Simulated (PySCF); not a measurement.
MoO2, neutral, multiplicity 3. Atoms are numbered in the order given.

```xyz
3

Mo     0.0000     0.0000    -0.2531
O      0.0000     1.4272     0.6644
O      0.0000    -1.4272     0.6644
```
Charge 0, spin multiplicity 3.

Geometry optimised at B3LYP-D3(BJ)/def2-TZVP. The multiplicity is an assumed one; other spin states were not compared. The def2 effective core potentials stand for the cores of Mo; spin–orbit coupling is left out.

Level of theory: TDA-M06-2X/def2-TZVPD (PySCF 2.14.0).

Vertical excitations. Isolated molecule, no solvent.

Task: Estimate the UV-visible absorptions. (The exact figures need the calculation; the answer reports its results.)

Result: 
| state | energy (eV) | λ (nm) | f | main pairs |
|---|---|---|---|---|
| root 1 | 0.59 | 2104 | 0.002 | α HOMO→LUMO 92 % |
| root 2 | 1.21 | 1026 | 0.006 | α HOMO−1→LUMO 92 % |
| root 3 | 1.93 | 644 | 0.000 | α HOMO→LUMO+1 95 % |
| root 4 | 1.95 | 635 | 0.000 | α HOMO−1→LUMO+1 98 % |
| root 5 | 2.45 | 505 | 0.002 | β HOMO→LUMO 95 % |
| root 6 | 3.36 | 369 | 0.000 | β HOMO→LUMO+1 92 % |
| root 7 | 3.44 | 361 | 0.000 | β HOMO−2→LUMO 94 % |
| root 8 | 3.50 | 355 | 0.000 | α HOMO→LUMO+2 81 % |
| root 9 | 3.59 | 346 | 0.001 | β HOMO−1→LUMO 94 % |
| root 10 | 3.68 | 337 | 0.001 | α HOMO−2→LUMO 60 %, β HOMO→LUMO+2 29 % |
Unrestricted roots are not spin-pure.
